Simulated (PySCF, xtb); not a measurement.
CCl₃, SMILES Cl[C](Cl)Cl, multiplicity 2.

Harmonic wavenumbers (cm⁻¹) from GFN2-xTB (xtb) at its own minimum, in rising order: 241, 241, 314, 517, 770, 770.

### Question
What does B3LYP-D3(BJ)/def2-SVP (PySCF) give at its own minimum? (The exact figures need the calculation; the answer reports its results.)

### Answer
270, 270, 326, 495, 884, 884. Paired by order, the mean absolute difference is 53 cm⁻¹ and the zero-point energies are 4.1 and 4.5 kcal/mol.
